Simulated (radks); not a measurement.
All-electron atom: Ga16+ in [Ne] 3s2 3p3 (the NIST ground configuration). Calculated with a radial shooting solver on a logarithmic mesh with Libxc functionals: Dirac Kohn-Sham, PBEsol, spin-unpolarised, spherical densities, finite nucleus; open shells fill j = l - 1/2 first; Fermi nuclear charge, rms radius 3.9973 fm.

Radial electron density D(r) = 4 pi r^2 rho(r):

r (bohr),D(r) (e/bohr)
0.005521,6.212
0.006908,8.819
0.008642,12.26
0.01081,16.58
0.01342,21.51
0.01679,27.05
0.021,32.36
0.02628,36.43
0.03287,38.21
0.04113,37.17
0.05145,34.00
0.06386,31.01
0.07989,30.76
0.09995,34.78
0.125,40.70
0.1564,42.89
0.1957,36.94
0.2429,25.41
0.3039,15.03
0.3802,11.67
0.4756,12.23
0.595,10.31
0.7444,5.441
0.9239,1.716
1.156,0.2706
1.446,0.01913
1.809,0.0005064

D(r) has 3 maxima, at r = 0.0339, 0.150, 0.479 bohr, and minima at 0.0726, 0.386 bohr, inside which lie 2.11, 10.56 electrons.
